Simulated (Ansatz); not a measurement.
Reaction (SMILES): [Si]Cl (Si-Cl) → Cl atom + Si atom
B3LYP-D3(BJ)/def2-TZVP geometries, fixed; electronic energies without zero-point terms.

The atomisation energy at MP2 with Ansatz (a quantum-chemistry and plane-wave program), in kcal/mol, split into its Hartree-Fock and correlation parts. Cores are frozen. Open shells are unrestricted. No added dispersion term, no relativity. Functions are those of the species that has most.

| basis | X | functions | Hartree-Fock | MP2 |
|---|---|---|---|---|
| aug-cc-pV(D+d)Z | 2 | 64 | 68.78 | 94.72 |
| aug-cc-pV(T+d)Z | 3 | 110 | 70.98 | 101.53 |
| aug-cc-pV(Q+d)Z | 4 | 178 | 71.22 | 104.25 |

Worked estimate of the basis-set limit from each neighbouring pair, with Hartree-Fock from the larger set and the correlation part extrapolated as X^-3.
Correlation parts: X = 2: 25.94, X = 3: 30.55, X = 4: 33.03.
- (2,3): (27·(30.55) - 8·(25.94))/19 = 32.49; with Hartree-Fock 70.98 the estimate is 103.47 kcal/mol.
- (3,4): (64·(33.03) - 27·(30.55))/37 = 34.84; with Hartree-Fock 71.22 the estimate is 106.06 kcal/mol.
The last two estimates differ by 2.59 kcal/mol; the largest set lies 1.81 from the last. Over the last step Hartree-Fock moves by 0.24 and the correlation part by 2.48.
